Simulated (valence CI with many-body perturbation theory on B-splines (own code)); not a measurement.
Values are calculated unless marked as measured or tabulated.
**Basis-set convergence for Nb18+**

Method: relativistic CI+MBPT: five valence electrons over a frozen Dirac-Fock core [Ar], a basis of 7 s, 7 p, 8 d, 6 f, 4 g, 1 h functions for each j, with the one-electron correlation potential Σ1, the two-electron term Σ2, the three-electron term Σ3, Breit, model QED; selected CI, second order for the rest, scaled by the run's own slope (own B-spline code, finite nucleus).

No measured spectrum was set against this ion. As an estimate, terms of the open shell hold to 2 to 4 % of their energy, and close levels can change places. Among the levels kept, up to 530 cm⁻¹ of a level comes from second order outside the variational space, and about a tenth of that is noise between levels of different J, which matters for small intervals. Only levels of the ground parity were solved; by the run's estimate the other parity begins above the list, which can be wrong where configurations are misplaced.

The reference run has the lowest level 3d5 6S_5/2 and an ionisation energy of 757.555 eV. Its largest variational space holds 20424 state functions.

Names give the largest LS component (configuration and term), which can be under half, so a name can repeat, a term be missing and a line seem to break the LS rules; names also repeat where a configuration has a term twice. Letters in brackets count levels of one name in rising energy.

Changed runs:
A. basis 6 s, 6 p, 5 d, 5 f, 1 g
B. basis 5 s, 5 p, 4 d, 4 f

Excitation energies of the reference run in cm⁻¹, and shifts in cm⁻¹:

| Level | Reference | A | B |
| --- | --- | --- | --- |
| 3d5 4G_5/2 [a] | 84686 | +394 | +1427 |
| 3d5 4G_7/2 | 93469 | +257 | +1298 |
| 3d5 4G_11/2 | 93929 | +569 | +1585 |
| 3d5 4G_9/2 | 96301 | +559 | +1580 |
| 3d5 4G_5/2 [b] | 96648 | +344 | +1309 |
| 3d5 4P_3/2 | 98209 | +687 | +1674 |
| 3d5 4P_1/2 | 105230 | +692 | +1598 |
| 3d5 4D_7/2 | 115289 | +312 | +1648 |
| 3d5 4D_5/2 | 123882 | +420 | +1671 |
| 3d5 4D_1/2 | 125132 | +611 | +1842 |
| 3d5 4D_3/2 | 128369 | +655 | +1794 |
| 3d5 2I_11/2 | 134292 | +777 | +2104 |
| Ionisation energy (eV) | 757.555 | -0.080 | -0.091 |
